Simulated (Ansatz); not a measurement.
Caution: the highest occupied level lies above zero, a sign of self-interaction error and of too few diffuse functions. This triplet is an excited state, 1.10 eV above the relaxed singlet at the level frozen-core CCSD(T)/aug-cc-pVTZ // PBE-D3(BJ)/def2-SVPD (Ansatz, a program for electronic structure).

A geometry relaxed with PBE-D3(BJ)/def2-SVPD (Ansatz), charge -1, multiplicity 3:

```xyz
5

H     -1.1269    -0.8035    -0.0126
H      1.9004    -0.0321    -0.2471
N     -0.5306     0.0167    -0.1730
B      0.8492    -0.0304     0.3928
H     -1.0921     0.8494     0.0399
```

Q: Write the SMILES of this molecule.

A: `[BH-]N`
